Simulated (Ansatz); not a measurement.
Program: Ansatz. Geometries: PBE0-D4/def2-TZVP. ΔE: electronic, gas phase. CCSD(T)/CBS is the MP2 limit (def2-TZVPP, def2-QZVPP) plus CCSD(T) − MP2 in def2-TZVPP, frozen cores. Functionals use def2-TZVPP. def2 core potentials past Kr. For Sb outer-core shells are correlated without core-valence functions, which leaves a few kJ/mol of doubt a bond. Each species was taken in one conformer, which may not be the lowest.

Reaction (redistribution): `N[SiH2][SbH][OH]` + `OCBCl` → `[OH][SbH][OH]` + `N[SiH2]CBCl`

| level | ΔE (kcal/mol) |
| --- | --- |
| PBE0 | -25.7 |
| HF/def2-TZVPP | -27.3 |
| HF/CBS(def2) | -28.2 |
| CCSD/CBS(def2) | -29.4 |

Problem. What does CCSD(T)/CBS give? (Estimate.)

Solution. Ansatz gave: -29.9 kcal/mol. The listed levels differ from it by 4.2, 2.6, 1.7, 0.5 kcal/mol.

Largest T1 diagnostic among the species: 0.015.

In def2-TZVPP, CCSD(T) changes the Hartree–Fock value by −2.2 kcal/mol (the triples alone add −0.5 kcal/mol) and MP2 by −4.6 kcal/mol.
